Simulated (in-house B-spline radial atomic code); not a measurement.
The outermost shell (largest non-relativistic mean radius) with and without relativity; Dirac values are averaged over j. Computed with a B-spline radial code for spherical atoms: non-relativistic Hartree-Fock and Dirac-Hartree-Fock, averages of the configuration (point nuclei without relativity, finite nuclei with it).

| ion | configuration | outermost shell | radius non-relativistic (bohr) | radius Dirac (bohr) | radius change (%) | level non-relativistic (eV) | level Dirac (eV) | spin-orbit splitting (eV) |
| --- | --- | --- | --- | --- | --- | --- | --- | --- |
| Sb3+ | [Kr] 4d10 5s2 | 5s | 2.1441 | 2.0705 | -3.4317 | -40.350 | -41.895 | - |
| Te3+ | [Kr] 4d10 5s2 5p1 | 5p | 2.2848 | 2.2587 | -1.1422 | -35.990 | -36.245 | 1.1491 |
| I3+ | [Kr] 4d10 5s2 5p2 | 5p | 2.1599 | 2.1349 | -1.1599 | -38.745 | -39.026 | 1.414 |
| Xe3+ | [Kr] 4d10 5s2 5p3 | 5p | 2.0502 | 2.0259 | -1.1846 | -41.528 | -41.842 | 1.7119 |
| Cs3+ | [Kr] 4d10 5s2 5p4 | 5p | 1.9527 | 1.929 | -1.2144 | -44.346 | -44.694 | 2.0451 |
| Ba3+ | [Kr] 4d10 5s2 5p5 | ? | ? | ? | ? | ? | ? | ? |
| La3+ | [Kr] 4d10 5s2 5p6 | ? | ? | ? | ? | ? | ? | ? |
| Ce3+ | [Xe] 4f1 | 5p | 1.7511 | 1.725 | -1.4863 | -51.188 | -51.775 | 3.0737 |

**Question.** Fill in the row of Ba3+.

**Answer.** outermost shell: 5p; radius non-relativistic (bohr): 1.8654; radius Dirac (bohr): 1.8421; radius change (%): -1.2483; level non-relativistic (eV): -47.200; level Dirac (eV): -47.589; spin-orbit splitting (eV): 2.4161.

**Question.** Fill in the row of La3+.

**Answer.** outermost shell: 5p; radius non-relativistic (bohr): 1.7874; radius Dirac (bohr): 1.7644; radius change (%): -1.2853; level non-relativistic (eV): -50.093; level Dirac (eV): -50.526; spin-orbit splitting (eV): 2.8276.

**Question.** Which member changes most?

**Answer.** Antimony (Sb3+): its 5s shell contracts by 3.4 %.
